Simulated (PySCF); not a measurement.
Si(I)(OH)3 (H3IO3Si), SMILES O[Si](O)(O)I.

Geometry: B3LYP-D3(BJ)/def2-SVP. The def2 effective core potentials stand for the cores of I; spin–orbit coupling is left out. Other conformers were not sampled.

Calculation: B3LYP-D3(BJ)/def2-SVP (PySCF 2.14.0).

Frequencies are harmonic and unscaled.

Modes within 1.5 cm⁻¹ of each other (mostly degenerate sets) share a row, with their intensities summed.

Computed harmonic wavenumbers and intensities:
```tsv
mode	ν (cm⁻¹)	IR (km/mol)	Raman (Å⁴/amu)	depolarisation	moving atoms (share of kinetic energy)
1–2	115	65.0	6.1	0.75	H 64 %, O 30 %
3	222	6.5	7.7	0.29	O 49 %, I 34 %, H 11 %
4–5	231	90.3	4.5	0.75	O 52 %, H 35 %, Si 10 %
6	286	149.4	0.8	0.18	H 83 %, O 9 %
7–8	326	28.8	1.4	0.75	O 70 %, H 16 %, Si 14 %
9	431	224.1	1.2	0.00	Si 56 %, O 35 %
10–11	796	463.2	1.8	0.75	H 73 %, O 26 %
12	808	355.5	11.9	0.03	O 69 %, Si 18 %, H 13 %
13	816	40.0	2.4	0.34	H 79 %, O 20 %
14–15	1000	260.1	4.1	0.75	Si 47 %, O 41 %, H 13 %
16–17	3875	344.0	79.5	0.75	H 94 %
18	3877	0.1	131.8	0.09	H 94 %
```
